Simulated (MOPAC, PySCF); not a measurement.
Br$_{4}$Si, SMILES `[Si](Br)(Br)(Br)Br`, neutral singlet in the gas phase. 

Z-matrix (Å, degrees):
```
Si
Br 1 2.2089
Br 1 2.2089 2 109.47
Br 1 2.2089 2 109.47 3 120.00
Br 1 2.2089 2 109.47 3 -120.00
```
Charge 0, spin multiplicity 1.

All levels are single points at this geometry (B3LYP-D3(BJ)/def2-TZVP); Pople sets use spherical d functions. Orbital energies aren't observables, and empty levels follow the basis.

| level | HOMO (eV) | LUMO (eV) | gap (eV) | dipole (D) | vertical IE, Delta-SCF (eV) |
|---|---|---|---|---|---|
| B3LYP-D3(BJ)/def2-TZVP in PySCF | -8.42 | -2.07 | 6.35 | 0.00 | – |
| PBE-D3(BJ)/def2-TZVP in PySCF | -7.41 | -2.68 | 4.73 | 0.00 | – |
| B3LYP/3-21G in PySCF | -8.27 | -2.08 | 6.19 | 0.00 | – |
| B3LYP/6-311+G** (LANL2DZ on Br) in PySCF | -8.56 | -2.26 | 6.30 | 0.00 | – |
| B3LYP/6-31G* in PySCF | -8.43 | -2.21 | 6.22 | 0.00 | 10.38 |
| BP86/6-31G* in PySCF | -7.53 | -2.95 | 4.59 | 0.00 | – |
| PBE/6-31G* in PySCF | -7.42 | -2.82 | 4.60 | 0.00 | – |
| SVWN5/6-31G* in PySCF | -7.57 | -3.07 | 4.50 | 0.00 | – |
| HF/3-21G in PySCF | -11.75 | 1.45 | 13.21 | 0.00 | – |
| HF/STO-3G in PySCF | -9.38 | 5.32 | 14.69 | 0.00 | – |
| PM3 in MOPAC | -12.40 | -3.59 | 8.81 | 0.00 | – |
| PM6 in MOPAC | -10.81 | -2.22 | 8.59 | 0.00 | – |
| PM7 in MOPAC | -10.64 | -1.88 | 8.76 | 0.00 | – |
